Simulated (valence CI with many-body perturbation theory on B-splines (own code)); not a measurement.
**E1 line list for Tl⁴⁷⁺**

Method: valence CI with perturbative core correlation (CI+MBPT): six valence electrons over a frozen Dirac-Fock core [Ar] 3d10, a basis of 9 s, 9 p, 8 d, 6 f, 3 g, 1 h functions for each j, with the one-electron correlation potential Σ1 (screened to all orders), the two-electron term Σ2, the three-electron term Σ3, Breit, model QED; selected single and double excitations, second order for the rest, scaled by the run's own slope (own B-spline code, finite nucleus).

No measured spectrum was set against this ion. As an estimate, large intervals hold to a few tenths of a per cent, small ones and those within an open d or f shell to about a per cent. Among the levels kept, up to 650 cm⁻¹ of a level comes from second order outside the variational space, and about a tenth of that is noise between levels of different J, which matters for small intervals.

Lines 51 to 100 of 113 in falling wavelength, among levels below 398.11 eV, chosen from the strongest by gf and those to the six lowest levels. Wavelengths and rates use the calculated energies. Electric multipoles are in the length gauge with retardation, E1 and E2 with the static RPA response of the core. Weak lines are less certain than strong ones. Lines between different terms over intervals too small for the method are left out, as are lines whose strength nearly cancels. The highest levels of a list are the least certain.

Levels are named by their leading jj configuration (3d3/2^4 stands for four electrons in 3d with j = 3/2), which in mixed levels can hold well under half, so a name can repeat and another be missing. Letters in brackets count levels of one name in rising energy.

```csv
λ vac (Å),Upper,Lower,A (s⁻¹),log gf,Branch %
71.23,(4s^2 4p1/2 4p3/2^2 4d3/2) J=0,(4s^2 4p1/2 4p3/2^3) J=1,2.57e+10,-1.71,99.9
69.88,(4s^2 4p1/2^2 4d3/2^2) J=2,(4s^2 4p1/2^2 4p3/2 4d3/2) J=3,1.26e+10,-1.34,27.7
69.60,(4s^2 4p1/2^2 4d3/2^2) J=2,(4s^2 4p1/2^2 4p3/2 4d3/2) J=1,1.68e+10,-1.21,37.1
69.41,(4s^2 4p1/2^2 4p3/2 4d3/2) J=2,(4s^2 4p1/2^2 4p3/2^2) J=2,1.56e+10,-1.25,100.0
68.34,(4s^2 4p1/2^2 4d3/2 4d5/2) J=3,(4s^2 4p1/2^2 4p3/2 4d5/2) J=2,1.24e+10,-1.22,5.1
68.14,(4s^2 4p1/2^2 4d3/2^2) J=2,(4s^2 4p1/2^2 4p3/2 4d3/2) J=2,1.55e+10,-1.27,34.2
67.96,(4s^2 4p1/2^2 4p3/2 4d3/2) J=1,(4s^2 4p1/2^2 4p3/2^2) J=2,2.59e+10,-1.27,75.6
67.69,(4s^2 4p1/2^2 4p3/2 4d3/2) J=3,(4s^2 4p1/2^2 4p3/2^2) J=2,1.51e+09,-2.14,100.0
67.45,(4s^2 4p1/2 4p3/2^2 4d3/2) J=2 [b],(4s^2 4p1/2 4p3/2^3) J=2,3.46e+09,-1.93,2.2
67.23,(4s^2 4p1/2^2 4d3/2 4d5/2) J=3,(4s^2 4p1/2^2 4p3/2 4d5/2) J=4,9.12e+09,-1.36,3.8
65.84,(4s^2 4p1/2^2 4d3/2^2) J=0,(4s^2 4p1/2^2 4p3/2 4d3/2) J=1,5.93e+10,-1.41,99.8
65.65,(4s^2 4p1/2 4p3/2^2 4d3/2) J=2 [b],(4s^2 4p1/2 4p3/2^3) J=1,3.25e+08,-2.98,0.2
64.02,(4s^2 4p1/2 4p3/2^2 4d3/2) J=3 [b],(4s^2 4p1/2 4p3/2^3) J=2,1.13e+08,-3.31,0.0
63.63,(4s^2 4p1/2 4p3/2^2 4d3/2) J=2 [c],(4s^2 4p1/2 4p3/2^3) J=2,1.59e+09,-2.32,0.1
63.23,(4s^2 4p1/2 4p3/2^2 4d3/2) J=1 [b],(4s^2 4p1/2 4p3/2^3) J=2,3.21e+09,-2.24,0.1
62.02,(4s^2 4p1/2 4p3/2^2 4d3/2) J=2 [c],(4s^2 4p1/2 4p3/2^3) J=1,4.88e+08,-2.85,0.0
61.65,(4s^2 4p1/2 4p3/2^2 4d5/2) J=3 [a],(4s^2 4p1/2 4p3/2^3) J=2,1.08e+09,-2.37,1.0
61.65,(4s^2 4p1/2 4p3/2^2 4d3/2) J=1 [b],(4s^2 4p1/2 4p3/2^3) J=1,4.34e+08,-3.13,0.0
60.59,(4s^2 4p1/2 4p3/2^2 4d3/2) J=1 [c],(4s^2 4p1/2 4p3/2^3) J=2,1.41e+07,-4.63,0.0
59.35,(4s^2 4p1/2 4p3/2^2 4d5/2) J=1 [a],(4s^2 4p1/2 4p3/2^3) J=2,6.17e+10,-1.01,27.2
59.14,(4s^2 4p1/2 4p3/2^2 4d3/2) J=1 [c],(4s^2 4p1/2 4p3/2^3) J=1,2.13e+09,-2.47,0.1
57.95,(4s^2 4p1/2 4p3/2^2 4d5/2) J=1 [a],(4s^2 4p1/2 4p3/2^3) J=1,3.10e+10,-1.33,13.7
57.90,(4s^2 4p1/2^2 4d3/2 4d5/2) J=3,(4s^2 4p1/2^2 4p3/2 4d3/2) J=3,4.97e+10,-0.76,20.6
57.82,(4s^2 4p1/2 4p3/2^2 4d5/2) J=0,(4s^2 4p1/2 4p3/2^3) J=1,8.20e+10,-1.39,100.0
57.43,(4s^2 4p1/2^2 4p3/2 4d5/2) J=2,(4s^2 4p1/2^2 4p3/2^2) J=2,1.56e+11,-0.41,99.9
56.71,(4s^2 4p1/2 4p3/2^2 4d5/2) J=2 [a],(4s^2 4p1/2 4p3/2^3) J=2,2.85e+09,-2.16,25.0
56.70,(4s^2 4p1/2^2 4d3/2 4d5/2) J=3,(4s^2 4p1/2^2 4p3/2 4d3/2) J=2,1.64e+11,-0.26,68.0
55.75,(4s^2 4p1/2 4p3/2^2 4d5/2) J=3 [b],(4s^2 4p1/2 4p3/2^3) J=2,1.09e+09,-2.45,81.4
55.65,(4s^2 4p1/2^2 4p3/2 4d5/2) J=1,(4s^2 4p1/2^2 4p3/2^2) J=0,3.46e+11,-0.32,81.2
55.44,(4s^2 4p1/2 4p3/2^2 4d5/2) J=2 [a],(4s^2 4p1/2 4p3/2^3) J=1,6.94e+09,-1.80,61.0
54.67,(4s^2 4p1/2 4p3/2^2 4d5/2) J=2 [b],(4s^2 4p1/2 4p3/2^3) J=2,2.69e+11,-0.22,35.1
54.33,(4s^2 4p1/2 4p3/2^2 4d5/2) J=1 [b],(4s^2 4p1/2 4p3/2^3) J=2,1.84e+11,-0.61,18.7
54.22,(4s^2 4p1/2^2 4p3/2 4d5/2) J=3,(4s^2 4p1/2^2 4p3/2^2) J=2,7.03e+11,0.34,100.0
53.48,(4s^2 4p1/2 4p3/2^2 4d5/2) J=2 [b],(4s^2 4p1/2 4p3/2^3) J=1,4.54e+11,-0.01,59.4
53.39,(4s^2 4p1/2 4p3/2^2 4d5/2) J=3 [c],(4s^2 4p1/2 4p3/2^3) J=2,9.29e+11,0.44,96.5
53.23,(4s^2 4p1/2^2 4p3/2 4d5/2) J=1,(4s^2 4p1/2^2 4p3/2^2) J=2,8.02e+10,-0.99,18.8
53.15,(4s^2 4p1/2 4p3/2^2 4d5/2) J=1 [b],(4s^2 4p1/2 4p3/2^3) J=1,6.94e+11,-0.05,70.3
52.92,(4s^2 4p1/2 4p3/2^2 4d5/2) J=2 [c],(4s^2 4p1/2 4p3/2^3) J=2,6.16e+11,0.11,44.5
51.80,(4s^2 4p1/2 4p3/2^2 4d5/2) J=2 [c],(4s^2 4p1/2 4p3/2^3) J=1,7.61e+11,0.18,55.0
45.37,(4s 4p1/2^2 4p3/2^3) J=2,(4s^2 4p1/2^2 4p3/2^2) J=2,6.62e+11,0.01,95.5
44.78,(4s 4p1/2^2 4p3/2^3) J=1,(4s^2 4p1/2^2 4p3/2^2) J=0,4.03e+11,-0.44,34.1
43.20,(4s 4p1/2^2 4p3/2^3) J=1,(4s^2 4p1/2^2 4p3/2^2) J=2,7.26e+11,-0.22,61.4
39.43,(4s^2 4p1/2 4p3/2^2 4d3/2) J=1 [a],(4s^2 4p1/2^2 4p3/2^2) J=0,3.20e+10,-1.65,29.2
38.20,(4s^2 4p1/2 4p3/2^2 4d3/2) J=1 [a],(4s^2 4p1/2^2 4p3/2^2) J=2,6.16e+10,-1.39,56.1
38.20,(4s^2 4p1/2 4p3/2^2 4d3/2) J=2 [a],(4s^2 4p1/2^2 4p3/2^2) J=2,7.23e+09,-2.10,63.2
37.70,(4s^2 4p1/2 4p3/2^2 4d3/2) J=3 [a],(4s^2 4p1/2^2 4p3/2^2) J=2,2.92e+10,-1.36,89.4
36.48,(4s^2 4p1/2 4p3/2^2 4d3/2) J=2 [b],(4s^2 4p1/2^2 4p3/2^2) J=2,1.51e+11,-0.82,97.5
36.26,(4s^2 4p1/2 4p3/2^2 4d3/2) J=1 [b],(4s^2 4p1/2^2 4p3/2^2) J=0,3.14e+10,-1.73,0.9
35.46,(4s^2 4p1/2 4p3/2^2 4d3/2) J=3 [b],(4s^2 4p1/2^2 4p3/2^2) J=2,2.70e+12,0.55,100.0
35.37,(4s^2 4p1/2 4p3/2^2 4d3/2) J=1 [c],(4s^2 4p1/2^2 4p3/2^2) J=0,2.94e+12,0.22,97.7
```

(1) How does gf follow from A for the line at 55.44 Å?

Results:

(1) gf = 1.4992 × (2J+1)_upper × A / σ², with σ = 1803876 cm⁻¹ and 2J+1 = 5: gf = 0.0160.
